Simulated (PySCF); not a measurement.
Isomers of C9H14O2, mass 154.099 u with the commonest isotopes. Method used: PySCF 2.14.0, PBE0-D3(BJ)/def2-SVP geometry optimisation, gas phase. One conformer each, none proved a minimum here; rigid rotors.

Question: Order these by radius of gyration √(Σ m r²/M), smallest first.
A. `[CH2:1]=[C:2]([CH3:3])[C@@H:4]1[O:5][CH2:6][C@@H:7]([CH2:8][CH3:9])[C:10]1=[O:11]` with C1–C2–C4–O5 14°, C6–C7–C8–C9 -171°, C2–C4–O5–C6 -142°, C4–O5–C6–C7 35°, O5–C6–C7–C8 -159°, C6–C7–C10–O11 -157°
B. `[O:1]=[CH:2][O:3][C@@H:4]1[CH2:5][C@H:6]2[CH2:7][CH2:8][CH2:9][CH2:10][C@@H:11]12` with O1–C2–O3–C4 0°, C2–O3–C4–C5 -169°, O3–C4–C5–C6 -143°, C4–C5–C6–C7 -92°, C5–C6–C7–C8 142°, C6–C7–C8–C9 -59°
C. `[CH2:1]=[C:2]1[CH2:3][CH2:4][CH:5]([O:6][C:7]([CH3:8])=[O:9])[CH2:10][CH2:11]1` with C4–C5–O6–C7 154°, C5–O6–C7–C8 180°, C1–C2–C3–C4 -125°, C2–C3–C4–C5 -54°, C3–C4–C5–O6 177°, C4–C5–C10–C11 -56°

Answer: B (2.288 Å), A (2.375 Å), C (2.586 Å).

Question: Order these by out-of-plane moment Σ m c² = (Ia + Ib − Ic)/2, smallest first.
A. `[O:1]=[CH:2][O:3][C@@H:4]1[CH2:5][C@H:6]2[CH2:7][CH2:8][CH2:9][CH2:10][C@@H:11]12` with O1–C2–O3–C4 0°, C2–O3–C4–C5 -169°, O3–C4–C5–C6 -143°, C4–C5–C6–C7 -92°, C5–C6–C7–C8 142°, C6–C7–C8–C9 -59°
B. `[CH2:1]=[C:2]([CH3:3])[C@@H:4]1[O:5][CH2:6][C@@H:7]([CH2:8][CH3:9])[C:10]1=[O:11]` with C1–C2–C4–O5 14°, C6–C7–C8–C9 -171°, C2–C4–O5–C6 -142°, C4–O5–C6–C7 35°, O5–C6–C7–C8 -159°, C6–C7–C10–O11 -157°
C. `[CH2:1]=[C:2]1[CH2:3][CH2:4][CH:5]([O:6][C:7]([CH3:8])=[O:9])[CH2:10][CH2:11]1` with C4–C5–O6–C7 154°, C5–O6–C7–C8 180°, C1–C2–C3–C4 -125°, C2–C3–C4–C5 -54°, C3–C4–C5–O6 177°, C4–C5–C10–C11 -56°

Answer: C (49.03 u·Å²), A (52.77 u·Å²), B (57.87 u·Å²).

Question: Order these by rotational constant B, largest first.
A. `[CH2:1]=[C:2]1[CH2:3][CH2:4][CH:5]([O:6][C:7]([CH3:8])=[O:9])[CH2:10][CH2:11]1` with C4–C5–O6–C7 154°, C5–O6–C7–C8 180°, C1–C2–C3–C4 -125°, C2–C3–C4–C5 -54°, C3–C4–C5–O6 177°, C4–C5–C10–C11 -56°
B. `[CH2:1]=[C:2]([CH3:3])[C@@H:4]1[O:5][CH2:6][C@@H:7]([CH2:8][CH3:9])[C:10]1=[O:11]` with C1–C2–C4–O5 14°, C6–C7–C8–C9 -171°, C2–C4–O5–C6 -142°, C4–O5–C6–C7 35°, O5–C6–C7–C8 -159°, C6–C7–C10–O11 -157°
C. `[O:1]=[CH:2][O:3][C@@H:4]1[CH2:5][C@H:6]2[CH2:7][CH2:8][CH2:9][CH2:10][C@@H:11]12` with O1–C2–O3–C4 0°, C2–O3–C4–C5 -169°, O3–C4–C5–C6 -143°, C4–C5–C6–C7 -92°, C5–C6–C7–C8 142°, C6–C7–C8–C9 -59°

Answer: C (854.5 MHz), B (764.0 MHz), A (556.6 MHz).

```tsv
SMILES	point group	Ia (u·Å²)	Ib (u·Å²)	Ic (u·Å²)	κ	μa (D)	μb (D)	μc (D)
O=CO[C@@H]1C[C@H]2CCCC[C@H]21	C1	268.09	591.41	753.96	-0.70	0.86	1.42	0.57
C=C(C)[C@@H]1OC[C@@H](CC)C1=O	C1	265.36	661.46	811.08	-0.78	1.11	1.10	0.10
C=C1CCC(OC(C)=O)CC1	C1	171.47	907.95	981.36	-0.97	0.25	1.23	0.99
```
